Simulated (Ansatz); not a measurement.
A nudged elastic band was laid between two geometries of C2H6FGa + ClH (12 atoms, charge 0, multiplicity 1).

The calculation used Ansatz 0.2.0, RKS B3LYP-D4/def2-SVP.

```json
{
  "movable images": "5",
  "climbing image": "yes",
  "spring": "5.0 eV/Å²",
  "optimiser": "quadratic models (default)",
  "start path": "through a guess of the saddle point",
  "force threshold": "0.05 eV/Å",
  "iteration limit": "60",
  "end points": "relaxed"
}
```

First end point:

```xyz
12
Properties=species:S:1:pos:R:3
Ga 0.213 0.178 0.024
F 1.670 -0.289 1.054
C 0.524 -0.233 -1.869
C -1.064 1.212 1.094
H 0.952 -1.699 1.352
Cl -0.127 -2.458 1.115
H 0.443 0.674 -2.489
H 1.524 -0.671 -2.001
H -0.229 -0.957 -2.219
H -1.310 0.651 2.009
H -0.604 2.169 1.389
H -1.991 1.422 0.540
```

Last end point:

```xyz
12
Properties=species:S:1:pos:R:3
Ga -0.176 -0.179 -0.006
F 1.729 -0.506 1.186
C 0.504 -0.254 -1.847
C -1.079 1.165 1.104
H 1.333 -1.361 1.376
Cl -0.437 -2.284 0.849
H 0.507 0.736 -2.327
H 1.531 -0.651 -1.841
H -0.122 -0.938 -2.441
H -1.102 0.839 2.154
H -0.571 2.139 1.036
H -2.117 1.294 0.758
```

Question: What changes between the two ends?

Answer: Bonds broken: H5–Cl6. Bonds formed: F2–H5. C2H6FGa + ClH becomes C2H6ClGa + FH.

Question: What energy profile does the band end with?

Answer: The run converged. The highest image is number 1 of 0 to 6, 0.016 eV above the first end and 0.329 eV above the last; the last end lies 0.313 eV below the first. A vibrational analysis at the climbing image gives one clearly imaginary mode, 188i cm⁻¹: a first-order saddle point. The orbitals stay closed-shell, which can raise the energy where a bond breaks towards radicals; this wasn't checked here.

```
image  path coordinate (Å)  energy (eV)  H5–Cl6 (Å)  F2–H5 (Å)
    0                 0.00        0.000        1.34       1.61
    1                 0.34        0.016        1.42       1.36
    2                 0.57       -0.056        1.60       1.13
    3                 0.80       -0.221        1.79       1.01
    4                 1.03       -0.302        1.98       0.97
    5                 1.26       -0.313        2.07       0.96
    6                 1.49       -0.313        2.06       0.96
```

Question: What is the geometry of the highest image?

Answer: 
```xyz
12
Properties=species:S:1:pos:R:3
Ga 0.117 0.084 0.024
F 1.643 -0.359 1.077
C 0.526 -0.255 -1.862
C -1.075 1.191 1.114
H 1.001 -1.545 1.285
Cl -0.137 -2.361 1.044
H 0.521 0.679 -2.447
H 1.517 -0.724 -1.944
H -0.223 -0.938 -2.292
H -1.264 0.690 2.075
H -0.590 2.160 1.315
H -2.036 1.377 0.611
```

Question: What are the harmonic wavenumbers there?

Answer: 188i, 23, 64, 92, 138, 147, 173, 239, 504, 536, 615, 680, 710, 740, 774, 808, 935, 1225, 1226, 1427, 1428, 1432, 1435, 1611, 3036, 3038, 3131, 3133, 3146, 3148 cm⁻¹.

The band took 8 iterations and of the order of 11 core-minutes.

Time of the run: 3.1 min on 4 threads of Arm Neoverse N1 (shared host), peak memory 0.35 GiB.
